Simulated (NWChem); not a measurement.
Correlation energy of diarsenic (As$_{2}$)

```xyz
2

As     0.0000     0.0000     1.0456
As     0.0000     0.0000    -1.0456
```
Charge 0, spin multiplicity 1.

All runs are NWChem calculations. The geometry was optimised at PBE0/def2-SVP, a minimum by its harmonic frequencies.

Basis set: STO-3G. Each correlation energy counts from its own Hartree-Fock reference.

```tsv
method	correlation energy (mHa)	remark	difference from CCSD(T)
MP2	-124.7	-	-1.5
SCS-MP2	-122.2	-	+1.0
CCSD	-121.7	-	+1.5
CCSD+T(CCSD)	-123.2	-	0.0
CCSD(T)	-123.2	-	0.0
CR-CCSD[T]	-122.8	large amplitudes	+0.4
CR-CCSD(T)	-122.8	large amplitudes	+0.4
CCSDT	-123.1	large amplitudes	+0.1
```

The values span 3.0 mHa, from MP2 (lowest) to CCSD (highest). 

The Hamiltonian is non-relativistic. The correlated methods keep 18 core orbitals frozen. No row is a measurement; the coupled-cluster row has its own basis-set and correlation limits.
